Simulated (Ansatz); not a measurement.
Reaction (redistribution): `C[Te][GeH3]` + `BC(C)F` → `B[CH](F)[GeH3]` + `C[Te]C`

Gas-phase electronic energies from Ansatz, PBE0-D4/def2-TZVP geometries. CCSD(T)/CBS is the MP2 limit (def2-TZVPP, def2-QZVPP) plus CCSD(T) − MP2 in def2-TZVPP, frozen cores. DFT in def2-TZVPP. B3LYP here is the variant with VWN-RPA as its local correlation; programs differ in this. def2 core potentials past Kr. For Ge, Te outer-core shells are correlated without core-valence functions, which leaves a few kJ/mol of doubt a bond. Scalar relativity is left out up to krypton.

```
             level  ΔE (kJ/mol)
         r2SCAN-D4         68.2
           ωB97X-V         75.8
            B2PLYP         72.8
             B3LYP         74.0
     HF/def2-TZVPP        104.0
CCSD(T)/def2-TZVPP         67.7
    MP2/def2-QZVPP         69.4
     MP2/CBS(def2)         70.2
```

(1) What does CCSD(T)/CBS give? (Best estimate.)

Largest T1 diagnostic among the species: 0.012.

Answers

(1) Computed: +69.4 kJ/mol. The listed levels differ from it by -1.2, 6.4, 3.4, 4.6, 34.6, -1.7, 0.0, 0.8 kJ/mol.

In def2-TZVPP, CCSD(T) changes the Hartree–Fock value by −36.3 kJ/mol (the triples alone add −5.6 kJ/mol) and MP2 by −35.5 kJ/mol. From PBE to PBE0 (25 % exact exchange), in def2-TZVPP and without D4, ΔE moves by +10.5 kJ/mol.
